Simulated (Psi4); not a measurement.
H9NSi3, triplet, at a GFN2-xTB geometry (a higher spin typed on purpose: for a closed-shell molecule this is an excited state); R2SCAN/3-21G (Psi4).

Here is a job for Psi4.
```
memory 2 GB

molecule {
0 3
  Si    0.29588846    1.70251023    0.48373777
  N    -0.00000000    0.00000000    0.00000000
  Si   -1.65400544   -0.53010415   -0.45094223
  Si    1.35811698   -1.17240608   -0.03279554
  H    -1.01382701    2.33135297    0.38956111
  H     0.85534829    1.52194590    1.82432035
  H     1.30231079    2.10473084   -0.50017945
  H    -1.95043645    0.38073295   -1.55785906
  H    -1.49893954   -1.94102467   -0.77486335
  H    -2.39739895   -0.20205199    0.76664074
  H     0.87160691   -2.19407132    0.89578860
  H     1.31856941   -1.61128638   -1.42871119
  H     2.51276655   -0.39032830    0.38530224
}

set basis 3-21g
set reference uks
set dft_radial_scheme multiexp

energy('r2scan')
print_variables()
```

It wrote (shortened):

```
   => Loading Basis Set <=

    Name: 3-21G
    Role: ORBITAL
    Keyword: BASIS

         ---------------------------------------------------------
                                   SCF
               by Justin Turney, Rob Parrish, Andy Simmonett
                          and Daniel G. A. Smith
                              UKS Reference
         ---------------------------------------------------------

  ==> Geometry <==

    Molecular point group: c1
    Full point group: C1

    Geometry (in Angstrom), charge = 0, multiplicity = 3:

       Center              X                  Y                   Z               Mass
    ------------   -----------------  -----------------  -----------------  -----------------
         SI           0.295888460000     1.702510230000     0.483737770094    27.976926534650
         N            0.000000000000    -0.000000000000     0.000000000094    14.003074004430
         SI          -1.654005440000    -0.530104150000    -0.450942229906    27.976926534650
         SI           1.358116980000    -1.172406080000    -0.032795539906    27.976926534650
         H           -1.013827010000     2.331352970000     0.389561110094     1.007825032230
         H            0.855348290000     1.521945900000     1.824320350094     1.007825032230
         H            1.302310790000     2.104730840000    -0.500179449906     1.007825032230
         H           -1.950436450000     0.380732950000    -1.557859059906     1.007825032230
         H           -1.498939540000    -1.941024670000    -0.774863349906     1.007825032230
         H           -2.397398950000    -0.202051990000     0.766640740094     1.007825032230
         H            0.871606910000    -2.194071320000     0.895788600094     1.007825032230
         H            1.318569410000    -1.611286380000    -1.428711189906     1.007825032230
         H            2.512766550000    -0.390328300000     0.385302240094     1.007825032230

  Running in c1 symmetry.

  Rotational constants: A =      0.09981  B =      0.09981  C =      0.05271 [cm^-1]
  Rotational constants: A =   2992.14039  B =   2992.14039  C =   1580.11577 [MHz]
  Nuclear repulsion =  288.273552075750160

  Charge       = 0
  Multiplicity = 3
  Electrons    = 58
  Nalpha       = 30
  Nbeta        = 28

  ==> Algorithm <==

  SCF Algorithm Type is DF.
  DIIS enabled.
  MOM disabled.
  Fractional occupation disabled.
  Guess Type is SAD.
  Energy threshold   = 1.00e-06
  Density threshold  = 1.00e-06
  Integral threshold = 1.00e-12

  ==> Primary Basis <==

  Basis Set: 3-21G
    Blend: 3-21G
    Number of shells: 44
    Number of basis functions: 66
    Number of Cartesian functions: 66
    Spherical Harmonics?: false
    Max angular momentum: 1

  ==> DFT Potential <==

   => LibXC <=

    Version 7.1.2
    S. Lehtola, C. Steigemann, M. J. T. Oliveira, and M. A. L. Marques,  SoftwareX 7, 1–5 (2018) (10.1016/j.softx.2017.11.002)

   => Composite Functional: R2SCAN <=

    r2SCAN Meta-GGA XC Functional  (0.1021/acs.jpclett.0c02405)
    J. W. Furness, A. D. Kaplan, J. Ning, J. P. Perdew, J. Sun  J. Phys. Chem. Lett.  11, 8208–8215, 2020

    Deriv               =              1
    GGA                 =           TRUE
    Meta                =           TRUE

    Exchange Hybrid     =          FALSE
    MP2 Hybrid          =          FALSE

   => Exchange Functionals <=

    1.0000   XC_MGGA_X_R2SCAN

   => Correlation Functionals <=

    1.0000   XC_MGGA_C_R2SCAN

   => LibXC Density Thresholds  <==

    XC_MGGA_C_R2SCAN:  1.00E-15
    XC_MGGA_X_R2SCAN:  1.00E-11

   => Molecular Quadrature <=

    Radial Scheme          =       MULTIEXP
    Pruning Scheme         =           NONE
    Nuclear Scheme         =       TREUTLER

    Blocking Scheme        =         OCTREE
    BS radius alpha        =              1
    Pruning alpha          =              1
    Radial Points          =             75
    Spherical Points       =            302
    Total Points           =         292144
[...]
  Reciprocal condition number of the overlap matrix is 4.2970849783E-03.
    Using symmetric orthogonalization.

  ==> Pre-Iterations <==

  SCF Guess: Superposition of Atomic Densities via on-the-fly atomic UHF (no occupation information).

   -------------------------
    Irrep   Nso     Nmo
   -------------------------
     A         66      66
   -------------------------
    Total      66      66
   -------------------------

  ==> Iterations <==

                           Total Energy        Delta E     RMS |[F,P]|

   @DF-UKS iter SAD:  -922.96793763015148   -9.22968e+02   0.00000e+00
   @DF-UKS iter   1:  -923.16373494533354   -1.95797e-01   9.53498e-03 DIIS/ADIIS
   @DF-UKS iter   2:  -922.45638060461476    7.07354e-01   1.87295e-02 DIIS/ADIIS
   @DF-UKS iter   3:  -923.37292547419054   -9.16545e-01   9.13815e-04 DIIS/ADIIS
   @DF-UKS iter   4:  -923.37504827371231   -2.12280e-03   5.94636e-04 DIIS/ADIIS
   @DF-UKS iter   5:  -923.37585847547950   -8.10202e-04   1.75357e-04 DIIS/ADIIS
   @DF-UKS iter   6:  -923.37595652576408   -9.80503e-05   3.24708e-05 DIIS
   @DF-UKS iter   7:  -923.37596139898585   -4.87322e-06   9.07221e-06 DIIS
   @DF-UKS iter   8:  -923.37596142290158   -2.39157e-08   6.49698e-06 DIIS
   @DF-UKS iter   9:  -923.37596166153389   -2.38632e-07   7.93615e-07 DIIS
  Energy and wave function converged.

  ==> Post-Iterations <==

   Electrons on quadrature grid:
      Nalpha   =   30.0003550613 ; deviation = 3.551e-04
      Nbeta    =   28.0000610524 ; deviation = 6.105e-05
      Ntotal   =   58.0004161137 ; deviation = 4.161e-04

   @Spin Contamination Metric:   5.224332476E-03
   @S^2 Expected:                2.000000000E+00
   @S^2 Observed:                2.005224332E+00
   @S   Expected:                1.000000000E+00
   @S   Observed:                1.000000000E+00

    Orbital Energies [Eh]
    ---------------------

    Alpha Occupied:

[...]
    Alpha Virtual:

[...]
    Beta Occupied:

[...]
      28A     -0.326667

    Beta Virtual:

[...]
    Final Occupation by Irrep:
              A
    DOCC [    28 ]
    SOCC [     2 ]
    NA   [    30 ]
    NB   [    28 ]

  @DF-UKS Final Energy:  -923.37596166153389

   => Energetics <=

    Nuclear Repulsion Energy =            288.2735520757501604
    One-Electron Energy =               -1850.7446560845005479
    Two-Electron Energy =                 711.7502366758358221
    DFT Exchange-Correlation Energy =     -72.6550943286192705
    Empirical Dispersion Energy =           0.0000000000000000
    VV10 Nonlocal Energy =                  0.0000000000000000
    Total Energy =                       -923.3759616615338928

  UHF NO Occupations:
  HONO-2 :   28  A 1.9994095
  HONO-1 :   29  A 1.0000000
  HONO-0 :   30  A 1.0000000
  LUNO+0 :   31  A 0.0005905
  LUNO+1 :   32  A 0.0005744
  LUNO+2 :   33  A 0.0004032
  LUNO+3 :   34  A 0.0004031

Computation Completed

Properties will be evaluated at   0.000000,   0.000000,   0.000000 [a0]

Properties computed using the SCF density matrix

 Multipole Moments:

 ------------------------------------------------------------------------------------
     Multipole            Electronic (a.u.)      Nuclear  (a.u.)        Total (a.u.)
 ------------------------------------------------------------------------------------

 L = 1.  Multiply by 2.5417464519 to convert [e a0] to [Debye]
 Dipole X            :         -0.0003280            0.0000000           -0.0003280
 Dipole Y            :         -0.0002317            0.0000000           -0.0002317
 Dipole Z            :         -0.0001211           -0.0000000           -0.0001212
 Magnitude           :                                                    0.0004195

 ------------------------------------------------------------------------------------

  Variable Map:
  ----------------------------------------------------------------------------
[...]
  Array Variable Map:
  ----------------------------------------------------------------------------
[...]
[...]
```
